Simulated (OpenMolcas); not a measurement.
# Se⁵⁺: RASPT2 settings compared

```yaml
Program: OpenMolcas
Basis: ANO-RCC-VQZP [7s6p4d2f1g]
Scalar_Hamiltonian: DKH2, point nucleus
Active_space: 1 electron in 9 orbitals (RAS2 4s 4p; RAS3 4d, at most 1 electron)
State_averaging: 2S+1 = 2 even, 1 root; 2S+1 = 2 odd, 3 roots
Spin-orbit_coupling: RASSI with atomic mean-field integrals over the reference wave functions, term energies averaged over their components
```

Methods on the same reference wave functions:
A. RASSCF
B. SS-RASPT2, IPEA 0.4 Eh, real shift 0.2 Eh (closed shells correlated: 3d)
C. SS-RASPT2, IPEA 0.15 Eh, imaginary shift 0.05 Eh (closed shells correlated: 3s 3p 3d)
D. SS-RASPT2, IPEA 0.4 Eh, sigma1 regulariser 0.05 Eh (closed shells correlated: 3s 3p 3d)

Energies in cm⁻¹ above 4s ²S_1/2, the measured ground level; measured values from Moore, Atomic Energy Levels, vol. II, NSRDS-NBS 35 (1971 reprint of NBS Circular 467, 1952).

```tsv
Level	A	B	C	D	Measured
4s ²S_1/2	0.0	0.0	0.0	0.0	0.0
4p ²P°_1/2	111440	112042	112324	112326	112762
4p ²P°_3/2	116381	116983	117265	117267	118462
```

Deviations, from unrounded energies. A percentage is the sum of absolute deviations over the sum of measured energies, with the sign that they share, or ± where signs differ.

```
           Against measurement  Levels     A     B     C     D
mean absolute deviation (cm-1)       2  1700  1100   820   820
      other configurations (%)       2  -1.5  -1.0  -0.7  -0.7
```

C, D lie about equally close to measurement and A furthest from it. The largest miss of D in the table is 4p ²P°_3/2, by -1200 cm-1. The ranking rests on the paired levels alone, and a cruder setting can come out closer through cancelling errors.

Among B to D the level of the table that moves most is 4p ²P°_1/2, by 280 cm-1 (lowest in B, highest in D).

The lowest spin-free term lies below A's lowest term by 0.061 hartree in B, 0.122 hartree in C, 0.121 hartree in D.

With one active electron outside closed inactive shells, the extra shells (4d) add no correlation to the reference. With one active electron the reference holds no correlation, so core polarisation is missing (holds for A). With one active electron, CASPT2 adds the correlation within the correlated inactive shells and between them and that electron, and leaves the splitting within a term as the reference gives it (holds for B; C; D). Measured partners are found by configuration, term and J. A level has none where our copy of the source lacks it or the pairing is in doubt (some pairs that miss far off the trend of their configuration count as doubtful), and it then counts in no deviation. Levels of configurations outside the active space are missing.

° marks odd parity.
